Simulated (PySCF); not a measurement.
GeH, SMILES [GeH] (connectivity only; charge and spin as stated), charge +1, multiplicity 1. Atoms are numbered in the order given.

```xyz
2

Ge     0.0000     0.0000    -0.0481
H      0.0000     0.0000     1.5400
```
Charge +1, spin multiplicity 1.

Geometry optimised at PBE0-D3(BJ)/def2-TZVPD. The multiplicity is an assumed one; other spin states were not compared.

Two levels are set side by side: PBE/pcSseg-2 (PySCF) and PBE0/pcSseg-2 (PySCF). GIAO shifts against GeH4 (⁷³Ge), TMS (¹H) at the same level; non-relativistic, no solvent, atoms listed together averaged. Differences are taken from unrounded values.

```csv
quantity,PBE0,PBE,PBE minus PBE0
δ(⁷³Ge) of Ge1 (ppm),2190.9,2297.3,106.4
δ(¹H) of H2 (ppm),9.25,9.33,0.08
```

Rough cost on one machine, each run with all the roots and properties that it gave: PBE0 against PBE within a factor of 2.
